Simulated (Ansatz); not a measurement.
Geometry optimisation, Ansatz 0.2.0, UKS PBE0/def2-SVP.

input.yaml

```yaml
crystal:
  periodic: [false, false, false]
  atoms:
    - { symbol: Al, position_ang: [-0.62253, 1.64744, -1.7192] }
    - { symbol: O, position_ang: [0.21966, 0.48536, -0.88299] }
    - { symbol: B, position_ang: [0.8636, -0.45373, -0.16893] }
    - { symbol: Si, position_ang: [0.07829, -1.15003, 1.50344] }
    - { symbol: H, position_ang: [-0.1392, 2.08941, -3.10713] }
    - { symbol: H, position_ang: [-1.87352, 2.24284, -1.05997] }
    - { symbol: H, position_ang: [1.9124, -0.81381, -0.58378] }
    - { symbol: H, position_ang: [0.29857, -2.58817, 1.71732] }
    - { symbol: H, position_ang: [0.63901, -0.50284, 2.70083] }
    - { symbol: H, position_ang: [-1.37626, -0.95646, 1.60042] }
magnetization:
  spin_polarized: true
basis:
  gaussian: { orbitals: def2-SVP }
hamiltonian:
  xc: pbe0
relax:
  f_tol: 0.02
  max_steps: 50
output:
  orbitals: {}
```

Launched with:

```bash
$ ansatz run input.yaml --threads 2 --pin off --max-ram 3072MiB --backend cpu --events-out ev --progress --plain --runs-dir out
```

Question: Where does it end, and by what steps?

Answer: The run converged. The force dipped under the threshold on the way, but the program's further checks kept it going. After 15 steps the energy has fallen by 0.307 eV; H5 moved furthest, 1.44 Å.

| step | energy less start (eV) | largest force component (eV/Å) | accepted |
| --- | --- | --- | --- |
| 0 | 0.0000 | 1.019 | yes |
| 1 | -0.1461 | 0.649 | yes |
| 2 | -0.1702 | 0.230 | yes |
| 3 | -0.1823 | 0.421 | yes |
| 4 | -0.2088 | 0.281 | yes |
| 5 | -0.2302 | 0.302 | yes |
| 6 | -0.2410 | 0.480 | yes |
| 7 | -0.2775 | 0.116 | yes |
| 8 | -0.2935 | 0.111 | yes |
| 9 | -0.2987 | 0.128 | yes |
| 10 | -0.2986 | 0.208 | no |
| 11 | -0.3043 | 0.048 | yes |
| 12 | -0.3065 | 0.023 | yes |
| 13 | -0.3045 | 0.235 | no |
| 14 | -0.3067 | 0.008 | yes |
| 15 | -0.3072 | 0.018 | yes |

```xyz
10
Properties=species:S:1:pos:R:3
Al -0.659 1.677 -1.779
O 0.258 0.648 -0.764
B 0.951 -0.163 0.040
Si 0.015 -1.309 1.451
H -1.146 1.065 -3.149
H -0.924 3.140 -1.247
H 2.166 -0.205 -0.072
H 0.377 -2.758 1.304
H 0.441 -0.895 2.830
H -1.480 -1.200 1.386
```

The run took 23 s on 2 threads of AMD EPYC 9R45 96-Core Processor (Zen 5), on a shared host, peak memory 0.28 GiB.
